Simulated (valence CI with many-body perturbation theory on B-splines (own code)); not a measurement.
Re²⁴⁺: calculated level list

Method: relativistic CI+MBPT: five valence electrons over a frozen Dirac-Fock core [Kr] 4d10, radial functions for each j: 7 s, 7 p, 7 d, 7 f, 4 g, 2 h, with the one-electron correlation potential Σ1 (screened to all orders), the two-electron term Σ2, the three-electron term Σ3, Breit, model QED; selected single and double excitations, second order for the rest, scaled by the run's own slope (own B-spline code, finite nucleus).

No measured levels were compared; by estimate terms of the open shell hold to a few per cent of their energy, and close levels can change places. Among the levels kept, up to 1000 cm⁻¹ of a level comes from second order outside the variational space, and about a tenth of that is noise between levels of different J, which matters for small intervals. Only levels of the ground parity were solved; by the run's estimate the other parity begins above the list, which can be wrong where configurations are misplaced.

Levels 136 to 180 of 194, with energies above the lowest level, 4f⁵ ⁶H°_5/2. "Leading %" is the weight of the configuration and term that name the level; weights of strongly mixed levels are sums over their largest components and can fall short.

```tsv
No.	Configuration	Term	J	E (cm⁻¹)	Leading %	Second component	g
136	4f⁵	⁴F°	9/2	179140	52	30 % 4f⁵ ²G°	1.208
137	4f⁵	²M°	19/2	180780	99		1.049
138	4f⁵	⁴F°	3/2	183030	38	29 % 4f⁵ ²D°	0.893
139	4f⁵	⁴I°	9/2	183730	39	26 % 4f⁵ ⁴F°	0.978
140	4f⁵	²I°	13/2	184420	74	15 % 4f⁵ ²K°	1.059
141	4f⁵	²H°	11/2	184450	42	35 % 4f⁵ ²I°	1.022
142	4f⁵	⁴F°	7/2	185440	36	32 % 4f⁵ ²F°	1.203
143	4f⁵	²I°	11/2	186660	51	22 % 4f⁵ ²H°	0.992
144	4f⁵	⁴D°	5/2	188670	48	32 % 4f⁵ ⁴F°	1.173
145	4f⁵	²G°	9/2	189290	31	23 % 4f⁵ ²H°	1.052
146	4f⁵	⁴I°	13/2	189910	40	34 % 4f⁵ ²I°	1.072
147	4f⁵	⁴D°	3/2	190740	61	13 % 4f⁵ ²D°	1.105
148	4f⁵	²K°	15/2	190770	50	41 % 4f⁵ ⁴I°	1.113
149	4f⁵	²D°	5/2	192900	30	20 % 4f⁵ ⁴P°	1.165
150	4f⁵	²G°	7/2	193890	35	29 % 4f⁵ ²F°	1.099
151	4f⁵	⁴D°	1/2	194270	88	12 % 4f⁵ ²P°	0.088
152	4f⁵	²P°	3/2	198060	33	31 % 4f⁵ ⁴S°	1.424
153	4f⁵	²G°	9/2	198300	44	18 % 4f⁵ ⁴G°	1.063
154	4f⁵	²I°	11/2	199730	39	38 % 4f⁵ ⁴I°	0.983
155	4f⁵	²K°	13/2	200300	55	37 % 4f⁵ ²I°	1.001
156	4f⁵	²G°	7/2	200760	53	19 % 4f⁵ ²F°	1.038
157	4f⁵	²H°	11/2	204950	43	22 % 4f⁵ ⁴I°	1.079
158	4f⁵	²F°	5/2	207350	59	31 % 4f⁵ ⁴F°	0.907
159	4f⁵	²L°	15/2	207990	46	40 % 4f⁵ ⁴I°	1.060
160	4f⁵	⁴F°	9/2	209730	46	21 % 4f⁵ ²H°	1.141
161	4f⁵	⁴G°	7/2	210620	29	24 % 4f⁵ ²G°	1.062
162	4f⁵	²I°	11/2	215450	55	24 % 4f⁵ ²H°	1.031
163	4f⁵	²I°	13/2	215710	39	39 % 4f⁵ ⁴I°	1.057
164	4f⁵	⁴G°	5/2	216390	38	19 % 4f⁵ ⁴F°	0.932
165	4f⁵	²G°	7/2	216770	56	19 % 4f⁵ ⁴F°	1.020
166	4f⁵	²H°	9/2	217740	75	18 % 4f⁵ ²G°	0.957
167	4f⁵	⁴F°	3/2	220320	73	15 % 4f⁵ ²D°	0.567
168	4f⁵	²L°	17/2	222910	79	16 % 4f⁵ ²M°	1.044
169	4f⁵	²H°	9/2	223360	48	35 % 4f⁵ ²G°	1.003
170	4f⁵	²F°	7/2	226090	33	31 % 4f⁵ ²G°	1.066
171	4f⁵	²I°	13/2	226720	72	20 % 4f⁵ ²K°	1.056
172	4f⁵	²L°	15/2	227590	45	40 % 4f⁵ ²K°	1.025
173	4f⁵	²F°	5/2	227610	65	17 % 4f⁵ ²D°	0.933
174	4f⁵	²G°	9/2	230710	40	34 % 4f⁵ ⁴G°	1.156
175	4f⁵	²H°	11/2	232700	50	23 % 4f⁵ ⁴G°	1.090
176	4f⁵	²P°	3/2	235430	70	11 % 4f⁵ ²D°	1.199
177	4f⁵	²H°	11/2	236990	39	28 % 4f⁵ ⁴G°	1.094
178	4f⁵	⁴G°	5/2	238180	47	31 % 4f⁵ ²F°	0.780
179	4f⁵	⁴G°	7/2	239790	43	25 % 4f⁵ ²G°	1.019
180	4f⁵	²P°	1/2	243820	92	7 % 4f⁵ ⁴D°	0.629
```

Names give the largest LS component (configuration and term), which can be under half, so a name can repeat, a term be missing and a line seem to break the LS rules; names also repeat where a configuration has a term twice.

Where two levels of one J and parity lie close, their mixing, g and order are uncertain.
